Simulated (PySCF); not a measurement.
C2H6ClFSi. Atoms are numbered in the order given.

```xyz
11

C      0.9996    -0.6883     1.5644
Si     0.3312     0.0454     0.0000
C      0.9996    -0.6883    -1.5644
F      0.6619     1.6378     0.0000
Cl    -1.7307    -0.1217     0.0000
H      0.5607    -0.1913     2.4423
H      0.7628    -1.7615     1.6231
H      2.0936    -0.5705     1.6090
H      0.5607    -0.1913    -2.4423
H      0.7628    -1.7615    -1.6231
H      2.0936    -0.5705    -1.6090
```
Charge 0, spin multiplicity 1.

Geometry optimised at PBE0-D3(BJ)/def2-SVP.

Level of theory: TDDFT-B3LYP/def2-SVPD (PySCF).

Vertical excitations. Isolated molecule, no solvent. State labels are in the subgroup Cs.

Computed UV-visible absorptions:
```tsv
state	symmetry	energy (eV)	λ (nm)	f	main pairs
S1	A"	7.72	161	0.102	HOMO→LUMO 99 %
S2	A'	8.22	151	0.043	HOMO−1→LUMO 95 %
S3	A"	8.28	150	0.006	HOMO→LUMO+1 92 %
S4	A"	8.44	147	0.012	HOMO→LUMO+2 94 %
S5	A"	8.77	141	0.008	HOMO−2→LUMO 92 %
S6	A'	8.78	141	0.000	HOMO−1→LUMO+1 69 %, HOMO→LUMO+3 22 %
S7	A'	8.87	140	0.040	HOMO→LUMO+3 70 %, HOMO−1→LUMO+1 23 %
S8	A'	9.11	136	0.077	HOMO−3→LUMO 87 %
S9	A'	9.15	136	0.049	HOMO−1→LUMO+2 79 %
S10	A"	9.29	133	0.004	HOMO→LUMO+4 68 %, HOMO−2→LUMO+1 15 %, HOMO→LUMO+5 12 %
T1	A"	7.52	165	0	HOMO→LUMO 89 %
T2	A"	7.93	156	0	HOMO→LUMO+1 80 %
T3	A'	7.98	155	0	HOMO−1→LUMO 69 %, HOMO−1→LUMO+1 28 %
T4	A"	8.21	151	0	HOMO→LUMO+2 86 %
```
Triplets are in the Tamm–Dancoff approximation, which puts them higher than full response would, so one can lie above its singlet here.
